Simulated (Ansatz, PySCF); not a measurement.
CH₃IOSe, SMILES CO[Se]I.

The structure is a stationary point at B3LYP-D3(BJ)/def2-SVP. The def2 effective core potentials stand for the cores of I; spin–orbit coupling is left out. The values are those of a single conformer.

Vertical ionisation energy (IE) and electron affinity (EA) in eV. Rows of orbital energies are one-electron estimates. Where ΔSCF, EOM or ADC give a negative EA the extra electron is unbound and the value depends on the basis.

| level | IE | EA |
|---|---|---|
| −ε(HOMO), −ε(LUMO), PBE0/def2-TZVP (PySCF) | [?] | [?] |
| −ε(HOMO), −ε(LUMO), PBE/def2-TZVP (PySCF) | 5.42 | 3.51 |
| ΔSCF, PBE0/def2-SVPD (Ansatz), final states of multiplicity 2 and 2 | 8.69 | 1.17 |
| ΔSCF, PBE/def2-SVPD (Ansatz), final states of multiplicity 2 and 2 | 8.38 | 1.07 |

Q: Some entries are withheld; supply them. (An estimate is asked for; the answer gives what the named calculation found.)

A: 
- −ε(HOMO), −ε(LUMO), PBE0/def2-TZVP (PySCF), IE: 6.61
- −ε(HOMO), −ε(LUMO), PBE0/def2-TZVP (PySCF), EA: 2.79

Q: What vertical singlet–triplet gap does ΔSCF give with PBE0/def2-SVPD (Ansatz, a first-principles code) and with PBE/def2-SVPD (Ansatz)? (An estimate is asked for; the answer gives what the named calculation found.)

A: 1.73 and 1.66 eV (triplet above singlet where positive).
